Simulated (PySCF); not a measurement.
# Static response to an electric field

C₃H₁₂Si₃.
Geometry (GFN2-xTB, Å), atoms numbered from 1 in this order:
```
atom  x, y, z in Å
C1    -0.7258    1.3295   -0.9932
Si2    1.0735    1.4667   -0.3995
C3     1.7790   -0.2826   -0.1707
Si4    0.7506   -1.3991    0.9716
C5    -1.0384   -1.4436    0.3343
Si6   -1.8382    0.2664    0.1208
H7    -0.7348    0.9142   -2.0012
H8    -1.1528    2.3275   -1.0779
H9     1.8748    2.2031   -1.3936
H10    1.1279    2.2039    0.8706
H11    1.8659   -0.7591   -1.1474
H12    2.7936   -0.2107    0.2175
H13    1.3125   -2.7622    0.9815
H14    0.7823   -0.8744    2.3440
H15   -1.6445   -2.0392    1.0149
H16   -1.0610   -1.9665   -0.6223
H17   -2.0025    0.9117    1.4307
H18   -3.1709    0.1207   -0.4918
```

Level: wB97X-D/def2-SVPD (PySCF), static field, nuclei fixed, core orbitals frozen in the response. The polarisability tensor in these axes (au):

```
x   118.24   0.18   0.39
y     0.18 113.67  -9.54
z     0.39  -9.54  98.38
```

**Question.** Diagonalise the tensor; give its mean and Δα, where Δα² is half the sum of the squared differences of the eigenvalues.

**Answer.** Principal values 93.80, 118.24 and 118.25 au; mean 110.10 au = 16.31 Å³ = 18.15 × 10⁻⁴⁰ C²·m²/J; Δα = 24.45 au (22 % of the mean).

**Question.** What is the dipole moment, and where does it point?

**Answer.** (0.02, -0.42, -0.86) D, 0.95 D in size, pointing from the negative to the positive side. Measured along this direction, the outermost atoms are H17, H10 and H14 at the negative end and H11, H16 and H7 at the positive end.

**Question.** Orientational against electronic polarisability at 350 K (dilute gas, rigid molecules)?

**Answer.** In Gaussian units μ²/3kT = 6.27 Å³ against 16.31 Å³, a ratio of 0.38; the Debye molar polarisation (4π/3)N_A(α + μ²/3kT) is 57.0 cm³/mol, leaving out the vibrational part.

**Question.** Give the eigenvalues of the traceless quadrupole moment Θ = ½Σq(3rr − r²1), origin at the centre of nuclear charge.

**Answer.** -0.54, -0.48, 1.02 D·Å. The values depend on the origin, since the dipole doesn't vanish. The electronic extent ⟨r²⟩ about the same centre is 1197 bohr², a root-mean-square distance of 2.16 Å for the 72 electrons.

**Question.** Find the Langevin capture rate constant for NH4+ (18.034 u) meeting this molecule (132.025 u), k = 2.342 × 10⁻⁹ cm³/s × √(α in Å³ / reduced mass in u).

**Answer.** The reduced mass is 15.87 u, so k = 2.37 × 10⁻⁹ cm³/s. The formula leaves out the permanent dipole, which adds to the capture rate.

**Question.** Form Σ f/ω² (atomic units) for the 8 lowest TDDFT singlets, given as eV and f, and set it beside the mean polarisability, which is this sum over all singlets: 7.82, 0.0016; 7.82, 0.0017; 7.83, 0.0000; 8.12, 0.0693; 8.12, 0.0695; 8.24, 0.0001; 8.43, 0.0000; 8.51, 0.0057.

**Answer.** They add up to 1.66 au, 1.5 % of the 110.10 au; the largest single term is 0.78 au, from the state at 8.12 eV. Terms in order: 0.02, 0.02, 0.00, 0.78, 0.78, 0.00, 0.00, 0.06 au. Higher excitations give the rest. The strengths listed sum to 0.148.

Isolated species at its GFN2-xTB geometry (one conformer only).
